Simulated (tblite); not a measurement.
C2H14NPSi4.
Z-matrix (Å and degrees, GFN2-xTB geometry), rows numbered from 1:
```
C 
Si  1  1.9102
Si  2  2.3698  1  110.07
Si  3  2.3696  2   90.68  1  -101.10
C   4  1.9087  3  110.97  2   102.00
Si  4  2.4053  3   89.65  2    -9.24
N   6  1.7338  2  122.59  1   -15.98
P   6  2.2589  2  112.91  1  -137.54
H   1  1.0860  2  112.15  3   169.39
H   1  1.0854  2  111.77  3   -69.84
H   1  1.0865  2  110.38  3    49.63
H   2  1.4767  1  104.45  3   129.79
H   3  1.4702  2  117.01  1    19.88
H   3  1.4700  2  115.35  1   140.65
H   4  1.4779  3  119.62  2  -135.88
H   5  1.0865  4  110.30  3   -47.23
H   5  1.0857  4  111.80  3    72.29
H   5  1.0859  4  111.96  3  -166.84
H   7  1.0064  6  120.17  2    45.44
H   7  1.0085  6  120.82  2   -99.85
H   8  1.3783  6   94.49  2  -132.56
H   8  1.3808  6   92.67  2   -40.49
```

Computed values, GFN2-xTB/tblite, gas phase, harmonic and unscaled. Errors from tens to a few hundred cm⁻¹ against measured bands are possible. Modes of hydrogen on phosphorus and silicon can be 10 to 20 % off. One conformer, not necessarily the lowest.

Harmonic wavenumbers (cm⁻¹): 35.0, 54.9, 61.8, 74.5, 104.2, 122.8, 124.1, 129.9, 136.9, 146.8, 159.0, 170.0, 223.0, 234.8, 296.9, 321.6, 336.6, 356.8, 386.2, 408.7, 431.0, 458.9, 474.9, 540.7, 562.7, 597.4, 609.8, 671.1, 702.9, 723.9, 731.6, 778.6, 792.8, 805.8, 818.5, 823.1, 844.4, 864.7, 1173.4, 1370.1, 1373.4, 1495.7, 1497.8, 1500.2, 1501.5, 1506.9, 2098.6, 2109.1, 2164.5, 2176.2, 2312.0, 2410.2, 3027.7, 3029.8, 3033.4, 3035.0, 3039.5, 3041.9, 3452.5, 3504.4.

A = 887.7, B = 656.0, C = 548.3 MHz; mass 194.994 u (most abundant isotopes); point group C1, symmetry number 1.

Q: What is the zero-point energy?

A: ½Σν̃ = 32986 cm⁻¹ = 94.31 kcal/mol.

Q: What is S at 500 K and 1 bar for an ideal gas of classical rigid rotors and harmonic oscillators?

A: Translation 44.30, rotation 32.83, vibration 91.27: S = 168.4 cal/(mol K).

Q: And Cp and H(500 K) − H(0)?

A: Cp = 78.13 cal/(mol K), of which vibrations give 70.18 (their classical limit is 60 R = 119.2); H(500 K) − H(0) = 25.55 kcal/mol without the zero-point energy, 21.58 from vibrations.

Q: What must be added to the electronic energy to get the Gibbs energy at 500 K and 1 bar?

A: ZPE + [H(500 K) − H(0)] − T·S = 94.31 + 25.55 − 84.20 = 35.66 kcal/mol.

Q: How do the functions run with temperature in this model?

A: 
```json
{"T (K)": "50", "S (cal/(mol K))": "65.8", "Cp (cal/(mol K))": "19.8", "H − H(0) (kcal/mol)": "0.63", "G − H(0) (kcal/mol)": "-2.66", "ln q(vib)": "1.18"}
{"T (K)": "100", "S (cal/(mol K))": "83.4", "Cp (cal/(mol K))": "31.4", "H − H(0) (kcal/mol)": "1.93", "G − H(0) (kcal/mol)": "-6.41", "ln q(vib)": "3.87"}
{"T (K)": "298.15", "S (cal/(mol K))": "132.4", "Cp (cal/(mol K))": "61.0", "H − H(0) (kcal/mol)": "11.36", "G − H(0) (kcal/mol)": "-28.12", "ln q(vib)": "14.72"}
{"T (K)": "373.15", "S (cal/(mol K))": "146.9", "Cp (cal/(mol K))": "68.5", "H − H(0) (kcal/mol)": "16.22", "G − H(0) (kcal/mol)": "-38.61", "ln q(vib)": "18.43"}
{"T (K)": "750", "S (cal/(mol K))": "202.8", "Cp (cal/(mol K))": "91.5", "H − H(0) (kcal/mol)": "46.87", "G − H(0) (kcal/mol)": "-105.22", "ln q(vib)": "34.16"}
{"T (K)": "1000", "S (cal/(mol K))": "230.5", "Cp (cal/(mol K))": "100.7", "H − H(0) (kcal/mol)": "70.97", "G − H(0) (kcal/mol)": "-159.49", "ln q(vib)": "42.67"}
```

q(vib) and H(0) count from the zero-point level.

Q: Blend soft modes into free rotors: weight 1/[1 + (100 cm⁻¹/ν̃)⁴] for the oscillator and the rest for a rotor with moment μB/(μ + B), μ = h/(8π²ν), B = 10⁻⁴⁴ kg m². What vibrational entropy results?

A: 83.45 cal/(mol K) in place of 91.27, which changes −T·S at 500 K by +3.91 kcal/mol.

Hindered rotation and anharmonicity are outside this model. Other conformers, if any are populated, would add a mixing term that is left out. The structure is chiral; the term R ln 2 for an equal mix with its mirror image is left out.

On one thread of an Arm Neoverse V1, on a shared host, this took 1.8 s wall. The figure is for the frequency step alone.
